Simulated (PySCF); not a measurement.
Species: BH2IO2.
Geometry (PBE0-D3(BJ)/def2-SVP, Å), atoms numbered from 1 in this order:
```xyz
6
BH2IO2 angstrom
O      1.0022   -0.6403   -0.7760
B     -0.0458   -0.1871   -0.0690
O     -0.0432    1.0377    0.5010
I     -1.7549   -1.4967    0.1260
H      1.7156    0.0097   -0.8105
H     -0.8493    1.2468    0.9831
```

Method used: PBE0-D3(BJ)/def2-SVP geometry optimisation, gas phase, def2 core potentials past Kr (PySCF 2.14.0).

Take the most abundant isotopes and a rigid rotor. The values belong to one conformer with, in the numbering `[OH:1][B:2]([OH:3])[I:4]`, H–O1–B2–O3 0°, O1–B2–O3–H 180°.

(1) What are A, B and C (GHz)?

(2) Classify the top.

(3) Is it planar, by Δ = Ic − Ia − Ib?

(4) Which lines would a microwave search look for?

(5) Estimate the classical rotational partition function at 50 K, 100 K and 298.15 K.

Results:

(1) Ia = 49.29, Ib = 241.05, Ic = 290.34 u·Å²; 505379 MHz·u·Å²/I gives 10253, 2097 and 1741 MHz, that is A = 10.253, B = 2.0966, C = 1.7407 GHz.

(2) A near-prolate asymmetric top; Ray's κ = -0.916.

(3) Planar: Δ = Ic − Ia − Ib = 0.00 u·Å². For a rigid frame Δ = −2 Σ m c², so it vanishes when all atoms lie in the ab plane; here none is more than 0.01 Å from it.

(4) The dipole components are |μa| = 1.89 D, |μb| = 1.37 D, |μc| = 0.00 D; the mirror of this Cs structure is the ab plane, so μc vanishes by symmetry and there are no c-type lines. The squared components, which scale the intensities, stand as 1.00 : 0.53 (a : b). Some lines, for components of 0.1 D or more:

```tsv
type	branch	J(Ka,Kc)	MHz	lower level (cm⁻¹)
a	R	2(1,2) ← 1(1,1)	7319	0.400
b	R	4(0,4) ← 3(1,3)	7919	1.010
b	Q	3(1,2) ← 3(0,3)	9452	0.766
b	Q	5(1,4) ← 5(0,5)	11316	1.907
a	R	3(2,2) ← 2(2,1)	11512	1.496
b	R	5(0,5) ← 4(1,4)	12266	1.498
a	R	4(0,4) ← 3(0,3)	15236	0.766
a	R	4(2,2) ← 3(2,1)	15453	1.882
a	R	5(2,3) ← 4(2,2)	19385	2.397
b	Q	2(2,0) ← 2(1,1)	24481	0.680
b	R	2(2,0) ← 1(1,1)	32868	0.400
b	R	3(2,2) ← 2(1,1)	35982	0.680
b	Q	4(3,1) ← 4(2,2)	41542	2.397
b	R	4(2,2) ← 3(1,3)	41589	1.010
b	R	3(3,0) ← 2(2,1)	53192	1.496
b	R	4(4,0) ← 3(3,1)	73693	3.270
b	Q	5(5,1) ← 5(4,2)	74988	6.369
b	R	5(4,1) ← 4(3,2)	77534	3.783
```

(5) Point group Cs, symmetry number σ = 1; q = (√π/σ)·√((kT/h)³/(ABC)), k/h = 20836.6 MHz/K: 9740 at 50 K, 27600 at 100 K, 142000 at 298.15 K.

Not checked by PBE0-D3(BJ)/def2-SVP frequencies. Constants of a rigid frame at the computed geometry: no zero-point averaging, no centrifugal distortion. Quadrupole hyperfine structure (11B, 127I) is left out.

The run took 18 s on an Intel Xeon Platinum 8488C with one thread, no GPU, on a shared host, and the process peaked at 0.34 GiB of memory. That covers the optimisation of the geometry.
